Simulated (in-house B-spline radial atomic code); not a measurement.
# Ionising F3+ with different functionals

Computed with a B-spline radial code for spherical atoms: scalar-relativistic (spin-free X2C) Hamiltonian, Fermi nucleus of rms radius 2.8976 fm, spin-polarised at highest spin, spherical fractional occupations for the functionals, the average over the highest-spin determinants for Hartree-Fock. The ionisation energy is the difference of two self-consistent energies, [He] 2s2 2p2 → [He] 2s2 2p1, without Breit or QED terms; ε is the level of the shell that loses the electron (its least bound occupied spin orbital).

Hybrids are left out here: with spherical fractional occupations of an open shell their exact exchange keeps a self-interaction that integer-occupation calculations don't have.

| method | rung | ΔSCF (eV) | -ε(2p) (eV) |
| --- | --- | --- | --- |
| Hartree-Fock | Hartree-Fock | 86.93 | 88.01 |
| LDA VWN5 | LDA | 87.86 | 75.12 |
| LDA PW92 | LDA | 87.84 | 75.11 |
| LDA exchange-only | LDA | 86.37 | 73.72 |
| PBE | GGA | 87.82 | 75.09 |
| PBEsol | GGA | 87.65 | 74.94 |
| BLYP | GGA | 87.90 | 75.08 |
| RPBE | GGA | 87.76 | 75.04 |
| PW91 | GGA | 88.00 | 75.25 |
| BP86 | GGA | 87.85 | 75.11 |
| AM05 | GGA | 87.63 | 74.93 |
| OLYP | GGA | 88.02 | 75.34 |
| TPSS | meta-GGA | 87.98 | 75.34 |
| SCAN | meta-GGA | 88.38 | 76.00 |
| r2SCAN | meta-GGA | 88.33 | 75.94 |
| revTPSS | meta-GGA | 87.78 | 75.17 |

Question: How do they compare with the NIST value?

Answer: NIST lists 87.17 eV ± 0.017 (semi-empirical, ground level to ground level). Errors run from -0.80 to +1.21 eV; Hartree-Fock is closest (-0.25 eV), but part of that can be cancellation, since the calculations leave out spin-orbit coupling, Breit-QED terms, multiplet and fine-structure energies. Hartree-Fock also lacks correlation.
